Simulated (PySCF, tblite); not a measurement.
Species: C₇H₉OP.
Cartesian coordinates in Å at the GFN2-xTB level; atoms count from 1:
```xyz
18
C7H9OP angstrom
C     -3.243   -0.557   -0.268
C     -1.915    0.102   -0.107
C     -1.623    1.309    0.441
P      0.113    1.632    0.412
C      0.301    0.098   -0.346
C      1.534   -0.555   -0.800
C      2.653    0.288   -1.354
C      2.805   -0.353   -0.017
O     -0.843   -0.580   -0.548
H     -3.498   -1.127    0.626
H     -4.015    0.190   -0.432
H     -3.211   -1.241   -1.113
H     -2.359    1.983    0.840
H      1.361   -1.527   -1.246
H      3.221   -0.102   -2.185
H      2.489    1.355   -1.386
H      3.477   -1.191    0.086
H      2.743    0.280    0.856
```

Level of theory: PBE0/pcSseg-1 in PySCF (dipole) on a GFN2-xTB geometry, gas phase.

Take the most abundant isotopes and a rigid rotor. The values belong to one conformer with, in the numbering `[CH3:1][c:2]1[cH:3][p:4][c:5]([CH:6]2[CH2:7][CH2:8]2)[o:9]1`, P4–C5–C6–C7 -35°.

Q: Give the principal moments of inertia and the rotational constants in GHz.

A: Ia = 160.37, Ib = 532.84, Ic = 650.68 u·Å²; 505379 MHz·u·Å²/I gives 3151, 948.5 and 776.7 MHz, that is A = 3.1513, B = 0.9485, C = 0.7767 GHz.

Q: What kind of rotor is it?

A: An asymmetric top. Ray's parameter κ = (2B − A − C)/(A − C) = -0.855; −1 is the prolate and +1 the oblate limit.

Q: What does the inertial defect say?

A: Not planar: Δ = Ic − Ia − Ib = -42.54 u·Å². For a rigid frame Δ = −2 Σ m c², so Σ m c² = 21.27 u·Å² lies off the ab plane: 7.94 from hydrogen and 13.32 from heavier atoms. The atom farthest from that plane is 1.27 Å away.

Q: Where do the levels up to J = 4 lie, in cm⁻¹?

A: Above 0(0,0):
J = 1: 1(0,1) 0.0575, 1(1,1) 0.1310, 1(1,0) 0.1368
J = 2: 2(0,2) 0.1723, 2(1,2) 0.2404, 2(1,1) 0.2576, 2(2,1) 0.4780, 2(2,0) 0.4783
J = 3: 3(0,3) 0.3437, 3(1,3) 0.4042, 3(1,2) 0.4386, 3(2,2) 0.6506, 3(2,1) 0.6522, 3(3,1) 1.0326, 3(3,0) 1.0326
J = 4: 4(0,4) 0.5707, 4(1,4) 0.6223, 4(1,3) 0.6796, 4(2,3) 0.8806, 4(2,2) 0.8853, 4(3,2) 1.2633, 4(3,1) 1.2634, 4(4,1) 1.7972, 4(4,0) 1.7972
The levels of one J sum to (2J + 1)J(J + 1)(A + B + C)/3.

Q: Predict some low-J microwave lines.

A: The dipole components are |μa| = 0.59 D, |μb| = 1.48 D, |μc| = 0.02 D. Intensities carry the squares of the components, which stand as 0.16 : 1.00 : 0.00 (a : b : c). Some lines, for components of 0.1 D or more:

| type | branch | J(Ka,Kc) | MHz | lower level (cm⁻¹) |
| --- | --- | --- | --- | --- |
| b | R | 4(1,3) ← 3(2,2) | 867 | 0.651 |
| a | Q | 5(1,4) ← 5(1,5) | 2567 | 0.894 |
| b | Q | 3(1,2) ← 3(0,3) | 2846 | 0.344 |
| a | R | 2(1,2) ← 1(1,1) | 3279 | 0.131 |
| a | R | 2(1,1) ← 1(1,0) | 3622 | 0.137 |
| b | Q | 5(1,4) ← 5(0,5) | 3832 | 0.852 |
| a | R | 3(2,2) ← 2(2,1) | 5175 | 0.478 |
| a | R | 3(2,1) ← 2(2,0) | 5214 | 0.478 |
| b | R | 5(0,5) ← 4(1,4) | 6893 | 0.622 |
| a | R | 4(3,1) ← 3(3,0) | 6921 | 1.033 |
| b | Q | 3(2,2) ← 3(1,3) | 7387 | 0.404 |
| b | Q | 5(2,4) ← 5(1,5) | 8188 | 0.894 |
| a | R | 5(2,4) ← 4(2,3) | 8604 | 0.881 |
| a | R | 5(4,1) ← 4(4,0) | 8647 | 1.797 |
| a | R | 5(3,2) ← 4(3,1) | 8663 | 1.263 |
| a | R | 5(1,4) ← 4(1,3) | 9009 | 0.680 |
| b | Q | 3(3,0) ← 3(2,1) | 11402 | 0.652 |
| b | Q | 5(3,3) ← 5(2,4) | 11527 | 1.168 |
| b | R | 3(2,1) ← 2(1,2) | 12347 | 0.240 |
| b | R | 4(2,2) ← 3(1,3) | 14423 | 0.404 |
| b | Q | 5(4,1) ← 5(3,2) | 15987 | 1.552 |
| b | R | 3(3,0) ← 2(2,1) | 16625 | 0.478 |
| b | R | 4(3,1) ← 3(2,2) | 18371 | 0.651 |
| b | R | 5(3,3) ← 4(2,2) | 19988 | 0.885 |
| b | R | 5(5,1) ← 4(4,0) | 29226 | 1.797 |

Its lowest GFN2-xTB frequency is 13i cm⁻¹, too small to tell a flat minimum from a shallow saddle. No vibrational averaging or centrifugal distortion is included, and the geometry carries the error of its method. A rigid rotor knows nothing of internal rotation, which can split or shift real lines.

The run took 44 s wall (grids of density and orbitals included) on Arm Neoverse V1, one thread, on a shared host. This is the PBE0/pcSseg-1 job that gave the dipole, with the shieldings it also computed.
